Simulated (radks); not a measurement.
Species: the ytterbium ion Yb6+. Configuration: [Kr] 4d10 4f12.25 5s2 5p3.75 (fractional occupations, a model configuration). All-electron calculation, scalar-relativistic Kohn-Sham, PBE, spin-polarised, spherical densities, point nucleus; open shells are filled with parallel spins first (spin-orbit coupling, left out, can overturn this in heavy ions). Program: a radial shooting solver on a logarithmic mesh with Libxc functionals.

Radial electron density D(r) = 4 pi r^2 rho(r):

```
   r/bohr * D(r) (the largest magnitude, 125, reaches the edge; | marks zero)
 0.001267 |   *
 0.001676 |     *
 0.002218 |        *
 0.002958 |            *
 0.003914 |                 *
 0.005221 |                        *
 0.006908 |                               *
  0.00914 |                                     *
  0.01219 |                                        *
  0.01613 |                                        *
  0.02134 |                                     *
  0.02846 |                                    *
  0.03766 |                                          *
  0.04983 |                                                    *
  0.06646 |                                                      *
  0.08794 |                                              *
   0.1173 |                                          *
   0.1552 |                                                *
   0.2053 |                                            *
   0.2739 |                          *
   0.3624 |                        *
   0.4794 |                           *
   0.6395 |                  *
   0.8461 |         *
    1.119 |    *
    1.493 | *
    1.976 |*
    2.635 *
    3.486 *
```

D(r) has 4 maxima, at r = 0.0134, 0.0609, 0.168, 0.457 bohr, and minima at 0.0259, 0.110, 0.324 bohr, inside which lie 1.92, 11.11, 29.77 electrons.
